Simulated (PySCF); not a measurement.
TiN: energy against distance

Set-up: basis Ti def2-TZVPPD, N def2-TZVPPD; no relativity; PySCF 2.14. Energies in eV from Ti (3d2 4s2) + N in their ground configurations at the same level. State: ²Σ⁺ (doublet), unpaired electrons σ ↑.

```csv
R (Å),UHF-CCSD
1.387,-2.972
1.448,-3.579
1.495,-3.816
1.541,-3.909
1.587,-3.878
1.649,-3.671
1.726,-3.242
1.818,-2.558
```

Correlated steps freeze 6 core orbitals. The CCSD T1 diagnostic is raised, a sign that a single reference may not be enough here. The state is the lowest single determinant that the PBE0 search found; with open d or f shells the true ground state can be another one.
